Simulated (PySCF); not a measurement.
C$_{4}$H$_{9}$OSn, charge +1, singlet, at a GFN2-xTB geometry (such geometries of metal compounds can be far from the true shape) (all electrons, no relativity). Base run: M062X/3-21G (PySCF).

Geometry (Å):
```xyz
15

Sn     0.5786     0.9904     0.9960
O     -0.1395    -0.2388    -0.2402
C     -0.6930    -1.1862    -1.1930
C      0.3575    -2.2662    -1.4114
C     -1.9637    -1.7521    -0.5742
C     -0.9838    -0.4149    -2.4729
H      0.0027    -3.0102    -2.1184
H      0.5792    -2.7529    -0.4607
H      1.2697    -1.8106    -1.7988
H     -1.7193    -2.2438     0.3683
H     -2.4287    -2.4717    -1.2415
H     -2.6645    -0.9392    -0.3798
H     -0.0585     0.0226    -2.8499
H     -1.6943     0.3849    -2.2599
H     -1.4024    -1.0711    -3.2304
```
Charge +1, spin multiplicity 1.
All else is at PySCF's defaults.
Base energy -6230.62409 Eh.

Each row names what was changed in the base input (with any setting that the change needs).

```tsv
change	ΔE vs base (µEh)	SCF cycles	outcome
base	0.0	10	converged
conv_tol = 1e-7	0.0	9	converged
diis_space = 12	0.0	10	converged
diis = off (with mf.max_cycle = 100)	-	100	not converged
diis_space = 2	0.0	16	converged
solver = newton; init_guess = 1e	-	-	cut at the time limit
init_guess = mod_huckel	0.0	12	converged
conv_tol = 1e-4	1.1	6	converged
level_shift = 0.5 (with mf.max_cycle = 100)	0.0	20	converged
solver = newton	0.0	-	converged
diis_space = 4	0.0	11	converged
diis = off; damp = 0.3 (with mf.diis_start_cycle = 200; with mf.max_cycle = 150)	-	150	not converged
init_guess = atom	0.0	11	converged
```
